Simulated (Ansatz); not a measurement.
A run for Ansatz (an electronic-structure program): R-PBE/def2-TZVPP on ethylenediamine (SMILES NCCN), a point of a torsion scan.

Ansatz 0.2 input:
```yaml
crystal:
  periodic: [false, false, false]
  atoms:
    - {symbol: N, position_ang: [1.79784543, 0.33470451, -0.26413287]}
    - {symbol: C, position_ang: [0.57013168, 0.17568275, 0.49895456]}
    - {symbol: C, position_ang: [-0.53882939, -0.36616986, -0.40777432]}
    - {symbol: N, position_ang: [-1.72608511, -0.65224885, 0.38181594]}
    - {symbol: H, position_ang: [2.61560718, 0.21398040, 0.31823168]}
    - {symbol: H, position_ang: [1.84241795, 1.24013336, -0.71411305]}
    - {symbol: H, position_ang: [0.22763559, 1.10918902, 0.97427421]}
    - {symbol: H, position_ang: [0.73613092, -0.55702811, 1.29108065]}
    - {symbol: H, position_ang: [-0.19365225, -1.30032132, -0.85493282]}
    - {symbol: H, position_ang: [-0.71590710, 0.35387854, -1.22507793]}
    - {symbol: H, position_ang: [-2.45479252, -1.03964516, -0.20747142]}
    - {symbol: H, position_ang: [-2.08605878, 0.20306168, 0.79390725]}
basis:
  gaussian:
    orbitals: def2-TZVPP
hamiltonian:
  xc: {name: PBE}
scf: {lower_state_search: off}
```

**Question.** Give the final energy of this run.

**Answer.** -190.3472 hartree.
